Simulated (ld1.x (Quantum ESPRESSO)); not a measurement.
# P (Z = 15): excitation energies, all-electron against ultrasoft

ld1.x (Quantum ESPRESSO) 7.5 input, shortened:

```
&input
   title='P', zed=15., rel=1, dft='PZ', iswitch=3,
   config='[Ne] 3s2 3p2 3d-2'
 /
 &inputp
   pseudotype=3, tm=.true., lloc=-2, rcloc=1.10,
   nlcc=.false.,
   which_augfun='PSQ', rmatch_augfun_nc=.true.
 /
6
3S  1  0   2.00   0.00  1.45  1.55  0.0
3S  1  0   0.00   0.45  1.45  1.55  0.0
3P  2  1   2.00   0.00  0.95  1.25  0.0
3P  2  1   0.00  -0.55  0.95  1.25  0.0
3D  3  2  -2.00   0.35  1.35  1.50  0.0
3D  3  2  -2.00   1.35  1.35  1.50  0.0
 &test
   configts(1)='3s2 3p2'
 /
```

Energies are relative to the spin-unpolarised reference configuration 3s2 3p2; without spin polarisation the order of configurations can differ from experiment. Spin-polarised rows fill each open shell by Hund’s rule, majority spin first. The frozen-core shift is the all-electron ΔE with the core orbitals held at their reference shape minus the fully relaxed ΔE.

```tsv
valence configuration	charge	ΔE all-electron (eV)	error AE − PS (meV)	frozen-core shift (meV)
3s2 3p3	0	-9.821	+3.6	+0.8
3s2 3p1	+2	19.249	+12	+5.7
3s2 3p0	+3	49.144	+97	+37
3s0 3p5	0	7.316	+88	+0.3
3s1 3p0	+4	101.333	+331	+142
3s2 3p2 (spin-polarised)	+1	-0.843	+126	+1.0
3s2 3p3 (spin-polarised)	0	-11.331	+187	+2.5
```

(1) What are ΔE and the potential's error for 3s1 3p3?

(2) What are ΔE and the potential's error for 3s2 3p3.3?

Levels in the configuration 3s2 3p3.3:

| level | all-electron (eV) | pseudo (eV) |
| --- | --- | --- |
| 3s | -11.587 | -11.583 |
| 3p | -3.339 | -3.342 |

Note: ghost state, extra bound levels that the all-electron valence spectrum of the same l lacks: p at -43.0 eV. A true bound ghost makes a file unfit for plane-wave use.

Results:

(1) ΔE = 9.072 eV all-electron; the error (AE − PS) is +19 meV.

(2) ΔE = -11.157 eV all-electron; the error (AE − PS) is +4.7 meV.
